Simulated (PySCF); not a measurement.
# TaHCl + O₂ → TaO₂ + HCl

Level: PBE0 in the def2-TZVP basis family, computed in PySCF with density fitting; scalar-relativistic core potentials for atoms from Rb on, none lighter, no spin–orbit coupling; open shells unrestricted.

```
species                                       state and structure      E (Eh)  ZPE (kJ/mol)  H(298 K) − H(0) (kJ/mol)  S° (J/(mol K))
  TaHCl  quartet, Cs, Ta–Cl 2.282 Å, Ta–H 1.801 Å; Cl–Ta–H 132.0°  -517.60637          15.3                      11.7           289.2
     O₂                                 triplet, D∞h, O–O 1.193 Å  -150.23561          10.3                       8.7           204.9
   TaO₂            doublet, C2v, Ta–O 1.719 Å (×2); O–Ta–O 105.5°  -207.39977          13.9                      11.1           279.8
    HCl                                singlet, C∞v, H–Cl 1.279 Å  -460.66440          17.9                       8.7           186.6
```

Problem. What is the electronic reaction energy?

Solution. At PBE0/def2-TZVP, ΔE = -583.4 kJ/mol from the differences of the total energies times 2625.5, downhill. 

Problem. Add zero-point, thermal and entropy terms for 298.15 K and 1 bar.

Solution. ΔZPE = 6.2 and Δ[H(298) − H(0)] = -0.6 kJ/mol give ΔH° = -577.8 kJ/mol. ΔS° = -27.7 J/(mol K), so ΔG° = -577.8 − 298.15 × (-0.0277) = -570 kJ/mol.

Spin–orbit coupling can matter for TaHCl, TaO₂ and is left out. Open d or f shells are single determinants, so the state found may not be the ground state. Each species is the lowest minimum found with this bonding; other isomers or fragments can lie lower.
